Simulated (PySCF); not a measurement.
PySCF input file for W(O)2(OH) (HO3W), SMILES [O]=[W+](=[O])[OH], charge +1, multiplicity 1, PBE0-D3(BJ)/def2-SVP. Geometry: PBE0-D3(BJ)/def2-SVP. The spin state was assumed, not searched. The isomer is the one that the SMILES or the coordinates give; other isomers of the formula were not compared. The def2 effective core potentials stand for the cores of W; spin–orbit coupling is left out. The values are those of a single conformer.

```python
import numpy as np
from pyscf import gto, scf, dft, df
from pyscf.hessian import thermo

mol = gto.M(
    atom='''
    W     0.05412277    0.17762903   -0.00000000
    O     0.74179200   -0.60644771   -1.31043842
    O     0.74179204   -0.60644771    1.31043840
    O    -1.69273602   -0.30090564    0.00000002
    H    -2.33186935   -1.03413993    0.00000002
    ''',
    basis='def2-SVP',
    ecp={'W': 'def2-svp'},
    charge=1,
    spin=0,
    max_memory=1600,
    verbose=3,
)
mf = dft.RKS(mol, xc='pbe0').density_fit(auxbasis='def2-universal-jkfit')
mf.disp = 'd3bj'
mf.grids.level = 3
mf.conv_tol = 1e-11
mf.max_cycle = 100
mf.kernel()

# [left out here: the lines that compute and print the analytic Hessian (its translational invariance restored by hand, since the grid's response is missing), thermochemistry and intensities]
```

It prints:

```
converged SCF energy = -292.710800018491

WARN: DFTD3 does not support analytical Hessian, using finite difference


WARN: Mole.unit (angstrom) is changed to Bohr

Mode                                 0                   1                   2
Irrep
Freq [cm^-1]                      218.3376            267.7380            297.2543
Reduced mass [au]                   1.0888              5.6422             13.9352
Force const [Dyne/A]                0.0306              0.2383              0.7255
Char temp [K]                     314.1391            385.2154            427.6828
Normal mode                   x     y     z       x     y     z       x     y     z
       0   W                -0.00 -0.00 -0.00    0.01  0.03  0.00    0.00  0.00 -0.02
       1   O                 0.04  0.02  0.00   -0.09 -0.08  0.01    0.11  0.04  0.01
       2   O                -0.04 -0.02  0.00   -0.09 -0.08 -0.01   -0.11 -0.04  0.01
       3   O                -0.00  0.00 -0.02    0.05 -0.10 -0.00    0.00 -0.00  0.18
       4   H                -0.00  0.00  0.96    0.24 -0.27  0.00    0.00 -0.00 -0.11
Mode                                 3                   4                   5
Irrep
Freq [cm^-1]                      400.6030            601.6357            852.9792
Reduced mass [au]                  16.1335              1.3479              6.2728
Force const [Dyne/A]                1.5255              0.2875              2.6890
Char temp [K]                     576.3785            865.6199           1227.2472
Normal mode                   x     y     z       x     y     z       x     y     z
       0   W                 0.01 -0.01  0.00    0.00 -0.01  0.00   -0.02 -0.01 -0.00
       1   O                -0.09  0.08 -0.12    0.01  0.02 -0.01    0.01 -0.00 -0.00
       2   O                -0.09  0.08  0.12    0.01  0.02  0.01    0.01 -0.00  0.00
       3   O                 0.03 -0.01 -0.00   -0.10  0.07 -0.00    0.21  0.08 -0.00
       4   H                -0.04  0.04 -0.00    0.63 -0.57 -0.00    0.33 -0.02  0.00
Mode                                 6                   7                   8
Irrep
Freq [cm^-1]                     1053.0304           1104.1723           3800.5839
Reduced mass [au]                  17.5536             16.8205              1.0697
Force const [Dyne/A]               11.4683             12.0827              9.1037
Char temp [K]                    1515.0763           1588.6581           5468.1940
Normal mode                   x     y     z       x     y     z       x     y     z
       0   W                -0.00  0.00  0.02   -0.01  0.02 -0.00   -0.00 -0.00 -0.00
       1   O                 0.07 -0.08 -0.13    0.07 -0.08 -0.13   -0.00  0.00  0.00
       2   O                -0.07  0.08 -0.13    0.07 -0.08  0.13   -0.00  0.00 -0.00
       3   O                -0.00  0.00 -0.00   -0.02 -0.01 -0.00    0.04  0.05 -0.00
       4   H                -0.00 -0.00 -0.01   -0.02 -0.01 -0.00   -0.64 -0.72 -0.00
temperature 298.1500 [K]
pressure 101325.00 [Pa]
Rotational constants [GHz] 6.76426 5.66236 4.06135
Symmetry number 1
Zero-point energy (ZPE) 0.01958 [Eh]   51417.499 [J/mol]
                           tot       elec      trans        rot        vib
Entropy [J/mol/K]       310.053      0.000    176.721    105.181     28.151
Cv [J/mol/K]             62.131      0.000     12.472     12.472     37.187
Cp [J/mol/K]             70.445      0.000     20.786     12.472     37.187
Internal energy [J/mol]                      3718.434   3718.434  56681.545
Internal energy [Eh]   -292.68638  -292.71080
Enthalpy [J/mol]                             6197.391   3718.434  56681.545
Enthalpy [Eh]          -292.68543
Gibbs free energy [J/mol]                  -46492.030 -27641.164  48288.347
Gibbs free energy [Eh] -292.72064
static polarisability / bohr^3: [[38.941 -1.094 -0.   ]
 [-1.099 22.21   0.   ]
 [-0.     0.    37.547]]
largest difference of analytic and finite-field dipole derivatives / e: 0.0010072038820623241
mode   freq/cm-1   IR/(km/mol)   Raman/(A^4/amu)   depolarisation
   1      218.34       195.563             4.414            0.750
   2      267.74        25.502             3.225            0.750
   3      297.25        24.846             2.549            0.750
   4      400.60         0.770             3.994            0.750
   5      601.64       226.099             0.529            0.585
   6      852.98        53.799            13.516            0.364
   7     1053.03       118.373            12.818            0.750
   8     1104.17        35.301            28.200            0.057
   9     3800.58       695.528            92.864            0.270
max |gradient| / (hartree/bohr): 6.321078484847987e-05
APT charges: [ 2.3826 -0.5183 -0.5183 -0.8858  0.5399]
```

Self-consistency was reached.

Cost: about 2.3 core-minutes (a rough figure).
